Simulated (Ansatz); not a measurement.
Consider the hydrogenolysis of a C–Al bond: `[AlH2][CH2]OCS` + H₂ → `COCS` + `[AlH3]`.

Isolated molecules relaxed with PBE0-D4/def2-TZVP in Ansatz; ΔE leaves out vibrations. CBS: MP2 limit from def2 TZ/QZ plus the TZ coupled-cluster correction, frozen cores. This one scheme is used for every species. Functionals use def2-TZVPP. B3LYP here is the variant with VWN-RPA as its local correlation; programs differ in this. Each species was taken in one conformer, which may not be the lowest.

`[AlH2][CH2]OCS`:

Z-matrix (Å, degrees):
```
C
O 1 1.419
Al 1 1.969 2 111.2
H 1 1.103 2 110.1 3 121.1
H 1 1.104 2 110.2 3 -123.3
C 2 1.388 1 114.3 3 -177.0
H 3 1.584 1 121.7 2 5.6
H 3 1.589 1 117.1 2 -175.1
S 6 1.822 2 115.3 1 69.4
H 6 1.089 2 107.2 1 -169.1
H 6 1.098 2 111.6 1 -49.5
H 9 1.342 6 96.0 2 69.9
```

H₂:

Z-matrix (Å, degrees):
```
H
H 1 0.746
```

`COCS`:

```xyz
10

C     0.503   -0.875    0.969
O    -0.626   -0.614    0.171
C    -0.684    0.682   -0.315
S     0.564    1.110   -1.573
H     0.529   -0.211    1.844
H     1.430   -0.747    0.399
H     0.425   -1.908    1.306
H    -1.676    0.818   -0.742
H    -0.531    1.424    0.480
H     0.067    0.320   -2.538
```

`[AlH3]`:

Z-matrix (Å, degrees):
```
Al
H 1 1.586
H 1 1.586 2 120.0
H 1 1.586 2 120.0 3 -179.9
```

Q: Is it downhill or uphill in electronic energy at CCSD(T)/CBS, and by how much? (Best estimate.)

A: Ansatz gave: Downhill: ΔE = -8.0 kcal/mol.

Q: What do these levels give: PBE-D4, ωB97X-V, ωB97M-V, PBE0, B3LYP, HF/def2-TZVPP, SCS-MP2/def2-TZVPP, CCSD/def2-TZVPP, CCSD(T)/def2-TZVPP, HF/CBS(def2), MP2/CBS(def2), CCSD/CBS(def2)? (An estimate is asked.)

A: Ansatz gave: PBE-D4 -6.8, ωB97X-V -9.0, ωB97M-V -8.1, PBE0 -9.4, B3LYP -10.1, HF/def2-TZVPP -15.4, SCS-MP2/def2-TZVPP -9.3, CCSD/def2-TZVPP -10.1, CCSD(T)/def2-TZVPP -8.8, HF/CBS(def2) -15.4, MP2/CBS(def2) -6.9, CCSD/CBS(def2) -9.3 kcal/mol.

Largest T1 diagnostic among the species: 0.012.

From PBE to PBE0 (25 % exact exchange), in def2-TZVPP and without D4, ΔE moves by −1.5 kcal/mol. The D4 term adds +1.8 kcal/mol with B3LYP and +1.0 kcal/mol with PBE0; it sums over pairs of atoms, weighted by their polarisabilities, and B3LYP, whose exchange is more repulsive, gets the larger term. In def2-TZVPP, CCSD(T) changes the Hartree–Fock value by +6.6 kcal/mol (the triples alone add +1.2 kcal/mol) and MP2 by +7.8 kcal/mol.
